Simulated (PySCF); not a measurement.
Mg(Cl)2 anion (Cl₂Mg), SMILES [Cl][Mg][Cl] (connectivity only; charge and spin as stated), charge -1, multiplicity 2.

The structure is a stationary point at PBE0-D3(BJ)/def2-TZVPD. The multiplicity is an assumed one; other spin states were not compared. The isomer is the one that the SMILES or the coordinates give; other isomers of the formula were not compared.

All values below come from PBE0-D3(BJ)/def2-TZVPD run with PySCF.

Frequencies are harmonic and unscaled.

Computed harmonic wavenumbers and intensities:
```json
[
 {"mode": "1", "ν (cm⁻¹)": "107", "IR (km/mol)": "2.8", "moving atoms (share of kinetic energy)": "Cl 73 %, Mg 27 %"},
 {"mode": "2", "ν (cm⁻¹)": "317", "IR (km/mol)": "61.9", "moving atoms (share of kinetic energy)": "Cl 52 %, Mg 48 %"},
 {"mode": "3", "ν (cm⁻¹)": "402", "IR (km/mol)": "100.7", "moving atoms (share of kinetic energy)": "Mg 68 %, Cl 32 %"}
]
```
